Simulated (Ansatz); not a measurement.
Caution, from a PySCF single point (B3LYP-D3(BJ)/def2-TZVPD) at this geometry: the highest occupied level lies above zero, so the state may not be bound. This triplet is an excited state, 0.84 eV above the relaxed singlet at the level frozen-core CCSD(T)/aug-cc-pVTZ // B3LYP-D3(BJ)/def2-TZVPD (Ansatz, an electronic-structure program).

A geometry relaxed with Ansatz with B3LYP-D3(BJ)/def2-TZVPD, charge -1, multiplicity 3:

```xyz
4

H     -2.0556    -0.2886     0.0283
C      0.9196    -0.0348     0.5673
N      1.9964    -0.4385     0.7534
Al    -0.8603     0.7620     0.2642
```

Task: Write the SMILES of this molecule.

Result: `N#[C][AlH-]`
